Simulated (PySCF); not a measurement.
B(GeH3)(OH)2 (BGeH₅O₂), SMILES O[B]([GeH3])O.

Geometry: PBE-D3(BJ)/def2-SVP. The structure was generated by enumeration, and PubChem lists no compound with its InChIKey, so it may never have been made. The values are those of a single conformer.

The numbers are results of PBE-D3(BJ)/def2-SVP in PySCF 2.14.0, not measurements.

Frequencies are harmonic and unscaled.

A small imaginary wavenumber (i) marks a very flat motion, where grid noise or a shallow saddle decides the sign.

**Question.** List the normal modes with their intensities. (Estimate from the structure and the level; the computed values follow.)

**Answer.** 
| mode | ν (cm⁻¹) | IR (km/mol) | moving atoms (share of kinetic energy) |
|---|---|---|---|
| 1 | 10i | 0.3 | H 91 %, O 9 % |
| 2 | 175 | 14.5 | O 54 %, H 31 %, B 11 % |
| 3 | 287 | 1.7 | O 54 %, Ge 32 %, H 9 % |
| 4 | 321 | 35.7 | H 59 %, B 26 %, O 13 % |
| 5 | 464 | 4.0 | H 82 %, O 15 % |
| 6 | 484 | 9.1 | H 81 %, O 11 % |
| 7 | 539 | 101.3 | H 86 % |
| 8 | 559 | 2.8 | O 56 %, B 27 %, H 14 % |
| 9 | 578 | 39.1 | B 52 %, H 42 % |
| 10 | 789 | 144.9 | H 97 % |
| 11 | 856 | 29.9 | H 99 % |
| 12 | 860 | 24.6 | H 98 % |
| 13 | 955 | 286.9 | H 80 %, O 20 % |
| 14 | 983 | 50.7 | H 76 %, O 20 % |
| 15 | 1234 | 346.1 | B 55 %, O 34 %, H 11 % |
| 16 | 1420 | 153.3 | B 71 %, O 23 % |
| 17 | 2052 | 62.9 | H 99 % |
| 18 | 2062 | 116.9 | H 98 % |
| 19 | 2062 | 139.7 | H 98 % |
| 20 | 3781 | 151.2 | H 94 % |
| 21 | 3784 | 3.0 | H 94 % |
